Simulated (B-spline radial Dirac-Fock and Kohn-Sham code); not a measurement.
Z = 69 (thulium), transition energy 200 keV. Method: a Dirac-Hartree-Slater potential of the neutral atom with a Latter tail (no hole, which puts coefficients of high multipoles low close above an edge), finite nucleus with surface currents. Computed with an atomic code on a B-spline grid. Subshells that would emit electrons below 1 keV are left out.

Q: A pure transition shows α(K) = 27.2, L1/L2 = 3.97 and L1/L3 = 0.967. What is its multipolarity?
A. E3
B. M1
C. E4
D. M2
E. E1
F. M4
G. M3
H. E2

A: F. For comparison, α(K), L1/L2, L1/L3 are E1 0.0452, 6.31, 5.97; E2 0.163, 0.540, 0.721; E3 0.530, 0.126, 0.205; E4 1.72, 0.0648, 0.116; M1 0.369, 11.8, 85.9; M2 1.84, 7.76, 9.61; M3 7.16, 5.31, 2.22.
